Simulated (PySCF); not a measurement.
C4H4FOP.
Numbering: `[CH3:1][c:2]1[o:3][cH:4][p:5][c:6]1[F:7]` (hydrogens: H8, H9, H10 on C1; H11 on C4)

Method: PySCF, PBE0-D3(BJ)/def2-SVP geometry optimisation, gas phase; density fitting, grid level 1; the optimiser is geomeTRIC in internal coordinates, started from a GFN2-xTB structure.

Step 3: E = -18242.1678 eV
```
atom  x, y, z in Å  |  force x, y, z in eV/Å
C1     -1.5235   -0.6061    0.3943   -0.009   0.003  -0.007
C2     -0.1769   -0.0325    0.1758    0.000  -0.024  -0.015
O3      0.8869   -0.7472    0.5986   -0.001  -0.002  -0.046
C4      2.0525   -0.1418    0.3347   -0.017   0.020   0.031
P5      1.9676    1.3735   -0.4510    0.009  -0.007  -0.032
C6      0.1956    1.1358   -0.4196    0.001   0.019   0.064
F7     -0.6938    1.9981   -0.9031    0.009  -0.010   0.002
H8     -2.2826    0.1526    0.1649   -0.001  -0.001  -0.008
H9     -1.7001   -1.4789   -0.2550    0.006  -0.007   0.009
H10    -1.6498   -0.9308    1.4380   -0.002   0.010   0.006
H11     2.9255   -0.7010    0.6727    0.004  -0.001  -0.006
```

Step 4: E = -18242.1683 eV
```
atom  x, y, z in Å  |  force x, y, z in eV/Å
C1     -1.5242   -0.6062    0.3937    0.002  -0.001   0.002
C2     -0.1769   -0.0332    0.1772    0.004  -0.011  -0.022
O3      0.8876   -0.7491    0.5948    0.009  -0.005   0.007
C4      2.0525   -0.1406    0.3355   -0.001  -0.007  -0.008
P5      1.9678    1.3738   -0.4521   -0.003  -0.001   0.008
C6      0.1959    1.1377   -0.4124   -0.005   0.013  -0.006
F7     -0.6934    1.9968   -0.9011   -0.006   0.015   0.017
H8     -2.2824    0.1514    0.1576    0.001  -0.002  -0.008
H9     -1.6980   -1.4829   -0.2509    0.006  -0.006   0.008
H10    -1.6539   -0.9246    1.4391   -0.006   0.008   0.004
H11     2.9263   -0.7012    0.6689    0.000  -0.002  -0.001
```

Step 5: E = -18242.1691 eV
```
atom  x, y, z in Å  |  force x, y, z in eV/Å
C1     -1.5239   -0.6072    0.3923    0.005   0.007   0.008
C2     -0.1769   -0.0336    0.1755   -0.019  -0.004  -0.007
O3      0.8873   -0.7514    0.5897    0.012  -0.016   0.013
C4      2.0521   -0.1422    0.3334    0.010   0.001  -0.029
P5      1.9674    1.3747   -0.4495    0.002   0.007   0.024
C6      0.1952    1.1414   -0.4061    0.005   0.000  -0.028
F7     -0.6936    2.0035   -0.8903   -0.006   0.010   0.021
H8     -2.2821    0.1442    0.1374   -0.002  -0.003  -0.008
H9     -1.6900   -1.4962   -0.2371    0.005  -0.005   0.005
H10    -1.6602   -0.9066    1.4426   -0.009   0.006   0.001
H11     2.9263   -0.7048    0.6623   -0.003  -0.003   0.001
```

Step 6: E = -18242.1714 eV
```
atom  x, y, z in Å  |  force x, y, z in eV/Å
C1     -1.5259   -0.6113    0.3837    0.055   0.001   0.041
C2     -0.1760   -0.0443    0.1645   -0.035   0.095   0.010
O3      0.8914   -0.7728    0.5466    0.018  -0.103   0.043
C4      2.0528   -0.1515    0.3106    0.074   0.013  -0.051
P5      1.9657    1.3941   -0.4143   -0.033  -0.025   0.062
C6      0.1944    1.1556   -0.3648   -0.004   0.030  -0.091
F7     -0.6953    2.0378   -0.8076   -0.031   0.011   0.004
H8     -2.2756    0.0866   -0.0095   -0.010  -0.003  -0.004
H9     -1.6417   -1.5812   -0.1241   -0.002   0.003  -0.011
H10    -1.7197   -0.7662    1.4572   -0.017  -0.008  -0.012
H11     2.9312   -0.7250    0.6081   -0.014  -0.015   0.010
```

Problem. Estimate the geometry and energy of step 7. (The exact step hangs on the optimiser's Hessian estimate; all steps are aligned on step 6, rigid shifts and turns removed.)

Solution. E = -18242.1722 eV, largest force 0.063 eV/Å
```
atom  x, y, z in Å  |  force x, y, z in eV/Å
C1     -1.5233   -0.6109    0.3858    0.008   0.017   0.004
C2     -0.1762   -0.0394    0.1633   -0.051   0.005   0.015
O3      0.8890   -0.7737    0.5440    0.001  -0.016   0.028
C4      2.0524   -0.1540    0.3108    0.025   0.029  -0.049
P5      1.9650    1.3931   -0.4108    0.011   0.009   0.026
C6      0.1929    1.1592   -0.3705    0.025  -0.022  -0.024
F7     -0.6969    2.0418   -0.8132    0.001  -0.011   0.014
H8     -2.2772    0.0846   -0.0043   -0.008  -0.004  -0.001
H9     -1.6369   -1.5792   -0.1256   -0.001   0.002  -0.008
H10    -1.7158   -0.7706    1.4586   -0.004  -0.003  -0.005
H11     2.9285   -0.7290    0.6123   -0.006  -0.006  -0.001
```

The energy changes by -0.0009 eV. The first-order estimate −F·Δx gives -0.0016 eV and the mean of the old and new forces, exact on a quadratic surface, -0.0008 eV. The step makes an angle of 66° with the force vector and moves no atom by more than 0.007 Å.

The cost below is that of the whole optimisation. The run took 36 s of wall time on an Arm Neoverse V1 with one thread, on a shared host, and the process peaked at 0.75 GiB of memory.
